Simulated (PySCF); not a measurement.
Level of theory: PBE0-D3(BJ)/def2-TZVP in PySCF. All species are isolated molecules in the gas phase. Excitations are Tamm–Dancoff values on a coarser integration grid. The basis has no diffuse functions, so Rydberg states are missing or too high.

Reference species (SMILES): `C=[SiH2]` (neutral, multiplicity 1).

```
Item                                           Result
-------------------------------------------  --------
HOMO                                         -6.62 eV
T1 excitation (TDA)                           2.58 eV
brightest of the four lowest singlets (TDA)   5.60 eV
```

Changed species: `[SiH3][SiH]=C` (X = silyl; the reference has X = H).

### Question
Give the shifts of the HOMO, T1 excitation (TDA) and brightest of the four lowest singlets (TDA).

### Answer
the HOMO stays essentially unchanged; the T1 excitation (TDA) falls by 0.20 eV, to 2.38 eV; the brightest of the four lowest singlets (TDA) falls by 0.32 eV, to 5.28 eV.
